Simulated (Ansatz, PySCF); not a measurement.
Species: SiBr₂, net charge 1, doublet state. 
Geometry from a B3LYP-D3(BJ)/def2-TZVP (Ansatz, a program for electronic structure) optimisation:
```
Si
Br 1 2.1458
Br 1 2.1458 2 122.84
```
Charge +1, spin multiplicity 2.

Total electronic energies in hartree. Correlated levels leave the core frozen unless marked. UHF or UKS for open shells. Spin-orbit coupling is left out. Frozen are the shells of the preceding noble gas and the d and f shells that filled before the atom's block. No relativistic terms. CBS marks a two-point X^-3 extrapolation of the correlation energy; Hartree-Fock from the larger set. [CCSD(T)-MP2]/basis is that difference in the basis named.

```csv
level,program,energy (Eh)
HF/def2-SVP,Ansatz,-5432.79087
HF/def2-QZVPP,Ansatz,-5433.63826
HF-D3(BJ)/def2-TZVPD,PySCF + dftd3,-5433.56539
SVWN5/def2-TZVPD,Ansatz,-5429.30960
PBE-D4/def2-TZVPD,Ansatz + dftd4,-5436.63255
BLYP-D4/def2-TZVPD,Ansatz + dftd4,-5437.61215
revPBE-D4/def2-TZVPD,Ansatz + dftd4,-5437.05535
PBE0-D3(BJ)/def2-TZVPD,Ansatz + dftd3,-5436.82878
LC-wPBE-D3(BJ)/def2-TZVPD,Ansatz + dftd3,-5436.72372
B2GP-PLYP-D3(BJ)/def2-TZVPD,Ansatz + dftd3,-5436.25661
B2PLYP/def2-TZVPD,Ansatz,-5436.58622
MP2/6-31G,Ansatz,-5432.80715
SCS-MP2/def2-SVP,Ansatz,-5433.07770
CCSD/def2-TZVPPD,Ansatz,-5433.95522
"RI-MP2/CBS(def2-TZVPPD,def2-QZVPPD)+[CCSD(T)-MP2]/def2-TZVPPD",Ansatz,-5434.1519
```

Totals of different functionals don't rank their quality; only differences between species are comparable.
